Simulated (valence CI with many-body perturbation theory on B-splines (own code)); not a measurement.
**Energy levels of Hg47+**

Computed by configuration interaction combined with many-body perturbation theory (CI+MBPT): five valence electrons over a frozen Dirac-Fock core [Ar] 3d10, radial functions for each j: 9 s, 9 p, 8 d, 6 f, 3 g, 1 h, with the one-electron correlation potential Σ1 (screened to all orders), the two-electron term Σ2, the three-electron term Σ3, Breit, model QED; selected single and double excitations, second order for the rest, scaled by the run's own slope (own B-spline code, finite nucleus).

No measured spectrum was set against this ion. As an estimate, large intervals hold to a few tenths of a per cent, small ones and those within an open d or f shell to about a per cent. Among the levels kept, up to 680 cm⁻¹ of a level comes from second order outside the variational space, and about a tenth of that is noise between levels of different J, which matters for small intervals.

Levels 1 to 35 of 35, with energies above the lowest level, (4s^2 4p1/2^2 4p3/2) J=3/2. "Leading %" is the weight of the configuration and term that name the level; weights of strongly mixed levels are sums over their largest components and can fall short, so below about 35 % the name and the second component can differ from the true leading terms, or belong to a minority configuration. In the jj column 3d3/2^4 stands for four electrons in 3d with j = 3/2. Lifetimes count E1, E2, E3, M1 and M2 decay at the calculated energies, and are blank where another channel may lead or the interval is too uncertain; long ones can be off by a factor of two.

| No. | Configuration | Term | J | E (× 10³ cm⁻¹) | Leading % | Second component | Leading jj | Lifetime |
| --- | --- | --- | --- | --- | --- | --- | --- | --- |
| 1 | 4s2.4p3 | 2P° | 3/2 | 0.00 | 47 | 27 % 4s2.4p3 2D° | 4s^2 4p1/2^2 4p3/2 (99 %) |  |
| 2 | 4s2.4p3 | 4S° | 3/2 | 1113.3 | 55 | 44 % 4s2.4p3 2D° | 4s^2 4p1/2 4p3/2^2 (99 %) | 38.6 ns |
| 3 | 4s2.4p3 | 2D° | 5/2 | 1162.4 | 99 |  | 4s^2 4p1/2 4p3/2^2 (99 %) | 175 ns |
| 4 | 4s2.4p3 | 2P° | 1/2 | 1224.6 | 99 |  | 4s^2 4p1/2 4p3/2^2 (99 %) | 60.7 ns |
| 5 | 4s2.4p2.4d | 2D | 3/2 | 1416.3 | 40 | 34 % 4s2.4p2.4d 4F | 4s^2 4p1/2^2 4d3/2 (98 %) | 44.0 ps |
| 6 | 4s2.4p2.4d | 2D | 5/2 | 1718.4 | 31 | 20 % 4s2.4p2.4d 4D | 4s^2 4p1/2^2 4d5/2 (94 %) | 3.66 ps |
| 7 | 4s.4p4 | 4P | 5/2 | 2039.7 | 66 | 26 % 4s.4p4 2D | 4s 4p1/2^2 4p3/2^2 (92 %) | 3.40 ps |
| 8 | 4s.4p4 | 2S | 1/2 | 2169.8 | 59 | 28 % 4s.4p4 4P | 4s 4p1/2^2 4p3/2^2 (93 %) | 2.04 ps |
| 9 | 4s.4p4 | 2P | 3/2 | 2185.9 | 41 | 33 % 4s.4p4 2D | 4s 4p1/2^2 4p3/2^2 (89 %) | 1.07 ps |
| 10 | 4s2.4p3 | 2P° | 3/2 | 2346.9 | 51 | 28 % 4s2.4p3 2D° | 4s^2 4p3/2^3 (98 %) | 17.9 ns |
| 11 | 4s2.4p2.4d | 2F | 5/2 | 2522.4 | 46 | 46 % 4s2.4p2.4d 4F | 4s^2 4p1/2 4p3/2 4d3/2 (98 %) | 67.9 ps |
| 12 | 4s2.4p2.4d | 4F | 3/2 | 2527.5 | 38 | 27 % 4s2.4p2.4d 4D | 4s^2 4p1/2 4p3/2 4d3/2 (97 %) | 8.81 ps |
| 13 | 4s2.4p2.4d | 4D | 1/2 | 2529.0 | 80 | 15 % 4s2.4p2.4d 2P | 4s^2 4p1/2 4p3/2 4d3/2 (98 %) | 63.6 ps |
| 14 | 4s2.4p2.4d | 2G | 7/2 | 2572.4 | 50 | 26 % 4s2.4p2.4d 2F | 4s^2 4p1/2 4p3/2 4d3/2 (97 %) | 768 ps |
| 15 | 4s2.4p2.4d | 2D | 5/2 | 2704.4 | 35 | 23 % 4s2.4p2.4d 2F | 4s^2 4p1/2 4p3/2 4d3/2 (91 %) | 402 fs |
| 16 | 4s2.4p2.4d | 2D | 3/2 | 2718.2 | 34 | 26 % 4s2.4p2.4d 2P | 4s^2 4p1/2 4p3/2 4d3/2 (90 %) | 308 fs |
| 17 | 4s2.4p2.4d | 2P | 1/2 | 2726.8 | 37 | 35 % 4s2.4p2.4d 4P | 4s^2 4p1/2 4p3/2 4d3/2 (94 %) | 374 fs |
| 18 | 4s2.4p2.4d | 4D | 7/2 | 2768.8 | 48 | 36 % 4s2.4p2.4d 4F | 4s^2 4p1/2 4p3/2 4d5/2 (99 %) | 942 ps |
| 19 | 4s2.4p2.4d | 2P | 3/2 | 2812.3 | 44 | 25 % 4s2.4p2.4d 4P | 4s^2 4p1/2 4p3/2 4d5/2 (92 %) | 5.96 ps |
| 20 | 4s2.4p2.4d | 2G | 9/2 | 2824.1 | 62 | 38 % 4s2.4p2.4d 4F | 4s^2 4p1/2 4p3/2 4d5/2 (99 %) | 1.35 μs |
| 21 | 4s2.4p2.4d | 2D | 5/2 | 2834.1 | 33 | 33 % 4s2.4p2.4d 2F | 4s^2 4p1/2 4p3/2 4d5/2 (92 %) | 5.11 ps |
| 22 | 4s2.4p2.4d | 2D | 5/2 | 2943.4 | 38 | 33 % 4s2.4p2.4d 4P | 4s^2 4p1/2 4p3/2 4d5/2 (92 %) | 937 fs |
| 23 | 4s2.4p2.4d | 2F | 7/2 | 2946.0 | 57 | 19 % 4s2.4p2.4d 2G | 4s^2 4p1/2 4p3/2 4d5/2 (94 %) | 1.47 ps |
| 24 | 4s2.4p2.4d | 2D | 3/2 | 2968.3 | 60 | 19 % 4s2.4p2.4d 2P | 4s^2 4p1/2 4p3/2 4d5/2 (95 %) | 2.15 ps |
| 25 | 4s2.4p2.4d | 2P | 1/2 | 2980.7 | 54 | 36 % 4s2.4p2.4d 2S | 4s^2 4p1/2 4p3/2 4d5/2 (94 %) | 1.65 ps |
| 26 | 4s.4p4 | 4P | 3/2 | 3212.7 | 70 | 16 % 4s.4p4 2D | 4s 4p1/2 4p3/2^3 (88 %) | 1.16 ps |
| 27 | 4s2.4p2.4f | 2F° | 5/2 | 3285.4 | 35 | 28 % 4s2.4p2.4f 4G° | 4s^2 4p1/2^2 4f5/2 (90 %) | 6.00 ps |
| 28 | 4s.4p4 | 2D | 5/2 | 3285.8 | 66 | 24 % 4s.4p4 4P | 4s 4p1/2 4p3/2^3 (89 %) | 1.17 ps |
| 29 | 4s2.4p2.4f | 2F° | 7/2 | 3370.2 | 24 | 14 % 4s2.4p2.4f 4F° | 4s^2 4p1/2^2 4f7/2 (80 %) | 7.26 ps |
| 30 | 4s.4p4 | 2P | 1/2 | 3379.2 | 56 | 33 % 4s.4p4 4P | 4s 4p1/2 4p3/2^3 (88 %) | 561 fs |
| 31 | 4s.4p4 | 2P | 3/2 | 3388.0 | 46 | 40 % 4s.4p4 2D | 4s 4p1/2 4p3/2^3 (89 %) | 588 fs |
| 32 | 4s.4p3.4d | 4D° | 5/2 | 3427.2 | 29 | 21 % 4s.4p3.4d 6D° | 4s 4p1/2^2 4p3/2 4d3/2 (94 %) | 18.3 ps |
| 33 | 4s.4p3.4d | 4D° | 3/2 | 3432.3 | 26 | 25 % 4s.4p3.4d 6D° | 4s 4p1/2^2 4p3/2 4d3/2 (96 %) | 11.0 ps |
| 34 | 4s.4p3.4d | 4P° | 1/2 | 3433.6 | 45 | 31 % 4s.4p3.4d 6D° | 4s 4p1/2^2 4p3/2 4d3/2 (96 %) | 22.7 ps |
| 35 | 4s.4p3.4d | 4F° | 7/2 | 3484.0 | 19 | 18 % 4s.4p3.4d 6D° | 4s 4p1/2^2 4p3/2 4d3/2 (73 %) | 10.1 ps |

The ionisation energy to 4s2.4p2 3P_0 of the next ion comes out as 2540.5 eV (NIST: 2539 ± 4 eV (theoretical)). All 35 levels together are meant to be complete up to 3523.5 × 10³ cm⁻¹.
